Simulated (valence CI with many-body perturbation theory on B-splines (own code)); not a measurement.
Missing levels of Yb XXII

Calculated by relativistic CI+MBPT: three valence electrons over a frozen Dirac-Fock core [Kr] 4d10, radial functions for each j: 7 s, 7 p, 7 d, 7 f, 4 g, 2 h, with the one-electron correlation potential Σ1 (screened to all orders), the two-electron term Σ2, the three-electron term Σ3, Breit, model QED; selected single and double excitations, second order for the rest, scaled by the run's own slope (own B-spline code, finite nucleus).

No measured levels were compared; by estimate terms of the open shell hold to a few per cent of their energy, and close levels can change places. The list stops below the first excitations out of the core.

| Level | E (cm⁻¹) |
| --- | --- |
| 4f3 4I°_9/2 | 0.0 |
| 4f3 4I°_11/2 | 12345 |
| 4f3 4I°_13/2 | 23630 |
| 4f3 4F°_3/2 | 29903 |
| 4f3 4I°_15/2 | 33949 |
| 4f3 2H°_9/2 [a] | 34451 |
| 4f3 4F°_5/2 | ? |
| 4f3 4S°_3/2 | ? |
| 4f3 4F°_7/2 | 42208 |
| 4f3 4G°_5/2 | 46273 |
| 4f3 4F°_9/2 | 51041 |
| 4f3 4G°_7/2 | 51116 |
| 4f3 2H°_11/2 [a] | ? |
| 4f3 2K°_13/2 | ? |
| 4f3 2G°_7/2 [a] | ? |
| 4f3 2D°_3/2 [a] | 61392 |
| 4f3 4G°_9/2 | 62651 |
| 4f3 2K°_15/2 | 64794 |
| 4f3 2P°_1/2 | 65915 |
| 4f3 4G°_11/2 | ? |

Names give the largest LS component (configuration and term), which can be under half, so a name can repeat, a term be missing and a line seem to break the LS rules; names also repeat where a configuration has a term twice. Letters in brackets count levels of one name in rising energy.

Q: The levels stand in rising order. What does the calculation give for the missing energies?

A: 4f3 4F°_5/2 38091; 4f3 4S°_3/2 41846; 4f3 2H°_11/2 [a] 53206; 4f3 2K°_13/2 55415; 4f3 2G°_7/2 [a] 60214; 4f3 4G°_11/2 71067.
